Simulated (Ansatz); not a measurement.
Isolated molecules relaxed with PBE0-D4/def2-TZVP in Ansatz; ΔE leaves out vibrations. CCSD(T)/CBS is the MP2 limit (def2-TZVPP, def2-QZVPP) plus CCSD(T) − MP2 in def2-TZVPP, frozen cores. This one scheme is used for every species. Functionals use def2-TZVPP.

Consider the ligand exchange at the Si–F bond: `F[C@H]1C[Si@@H]1F` + HCl → `F[C@H]1C[Si@@H]1Cl` + H–F.

```
             level  ΔE (eV)
            PBE-D4     0.24
               PBE     0.28
     HF/def2-TZVPP     0.47
SCS-MP2/def2-QZVPP     0.33
```

**Question.** What does CCSD(T)/CBS give? (An estimate is asked.)

**Answer.** Ansatz gave: +0.29 eV. The listed levels differ from it by -0.05, -0.01, 0.18, 0.04 eV.

Largest T1 diagnostic among the species: 0.012.

The D4 term adds −0.06 eV with B3LYP and −0.03 eV with PBE0; it sums over pairs of atoms, weighted by their polarisabilities, and B3LYP, whose exchange is more repulsive, gets the larger term. In def2-TZVPP, CCSD(T) changes the Hartree–Fock value by −0.13 eV (the triples alone add −0.03 eV) and MP2 by −0.19 eV.

B3LYP here is the variant with VWN-RPA as its local correlation; programs differ in this.
